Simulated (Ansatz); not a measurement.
Isolated molecules relaxed with PBE0-D4/def2-TZVP in Ansatz; ΔE leaves out vibrations. CBS: MP2 limit from def2 TZ/QZ plus the TZ coupled-cluster correction, frozen cores. Functionals use def2-TZVPP. For Ge outer-core shells are correlated without core-valence functions, which leaves a few kJ/mol of doubt a bond. Scalar relativity is left out up to krypton. Each species was taken in one conformer, which may not be the lowest.

Consider the redistribution: `[F][GeH2][AlH2]` + `C[S][GeH2][OH]` → `C[S][AlH2]` + `[OH][GeH2][GeH2][F]`.

| level | ΔE (eV) |
| --- | --- |
| ωB97X-V | -0.64 |
| PBE | -0.64 |
| r2SCAN | -0.67 |
| MP2/def2-QZVPP | -0.67 |

(1) What does CCSD(T)/CBS give? (Estimate.)

Largest T1 diagnostic among the species: 0.012.

Answers

(1) The calculation gave: -0.64 eV. The listed levels differ from it by 0.00, 0.00, -0.03, -0.03 eV.
